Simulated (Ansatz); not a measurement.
Geometry optimisation, Ansatz 0.2.0, RKS PBE-D4/def2-SVP.

The input (input.yaml):

```yaml
crystal:
  periodic: [false, false, false]
  atoms:
    - { symbol: Al, position_ang: [0.005234, 0.239064, -0.063672] }
    - { symbol: H, position_ang: [0.024576, 0.208885, 1.503982] }
    - { symbol: F, position_ang: [1.428845, 0.362618, -0.922206] }
    - { symbol: F, position_ang: [-1.445299, 0.262299, -0.885045] }
    - { symbol: Cl, position_ang: [0.097898, -2.846564, 1.411327] }
    - { symbol: H, position_ang: [0.037847, -1.607103, 1.923614] }
basis:
  gaussian: { orbitals: def2-SVP }
hamiltonian:
  xc: pbe
  dispersion: d4
relax:
  f_tol: 0.03
  max_steps: 50
```

Run as:

```bash
$ ansatz run input.yaml --threads 1 --pin off --max-ram 2048MiB --backend cpu --events-out ev --progress --plain --runs-dir out
```

Task: Where does it end, and by what steps?

Result: The run converged. After 11 steps the energy has fallen by 0.303 eV; Cl5 moved furthest, 0.71 Å. Joined: Al1–Cl5 (3.42 → 2.63 Å).

| step | energy less start (eV) | largest force component (eV/Å) | accepted |
| --- | --- | --- | --- |
| 0 | 0.0000 | 0.987 | yes |
| 1 | -0.0595 | 0.883 | yes |
| 2 | -0.1227 | 1.256 | yes |
| 3 | -0.2020 | 0.869 | yes |
| 4 | -0.1993 | 0.427 | no |
| 5 | -0.2408 | 0.462 | yes |
| 6 | -0.2675 | 0.092 | yes |
| 7 | -0.2868 | 0.240 | yes |
| 8 | -0.3005 | 0.068 | yes |
| 9 | -0.3008 | 0.093 | yes |
| 10 | -0.3025 | 0.063 | yes |
| 11 | -0.3029 | 0.007 | yes |

```xyz
6
Properties=species:S:1:pos:R:3
Al 0.004 0.126 0.055
H -0.001 0.725 1.522
F 1.428 0.090 -0.830
F -1.429 0.014 -0.808
Cl 0.077 -2.362 0.892
H 0.071 -1.975 2.136
```

Whether the end is a true minimum wasn't checked by a vibrational analysis.

Run time: 26 s on 1 thread of Arm Neoverse V1, on a shared host, peak memory 0.13 GiB.
